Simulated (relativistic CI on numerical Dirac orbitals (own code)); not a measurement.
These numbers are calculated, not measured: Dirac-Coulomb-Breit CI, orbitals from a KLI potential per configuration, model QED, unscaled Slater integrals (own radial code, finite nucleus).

The strongest absorption lines from the ground level of an ion, among the configurations computed and to levels below about 1750 eV (vacuum wavelength in nm, gf): 0.71315 (0.051), 0.71509 (0.029), 0.82190 (0.11), 0.82644 (0.063), 1.1499 (0.37), 1.1679 (0.22), 10.261 (0.41), 15.514 (0.13).

Which ion is it?
A. Pd37+
B. Pd35+
C. Zr29+
D. In38+

B. Pd35+ has 11 electrons and the ground level 3s 2S_1/2; the strongest line goes to 3p 2P°_3/2. The pattern of lines fixes the number of electrons, and along that sequence the line energies rise steadily with the charge (about as its square where n changes within one kind of shell, about linearly where n is kept but much faster in heavy ions where fine structure, which grows about as Z⁴, sets the gap, and irregularly where shells cross), which fixes Z. Configurations outside the model, such as inner-shell arrays, can give stronger lines. At this charge energies of transitions that change n are usually good to better than 1 %, and those within a shell (Δn = 0) to a few per cent.
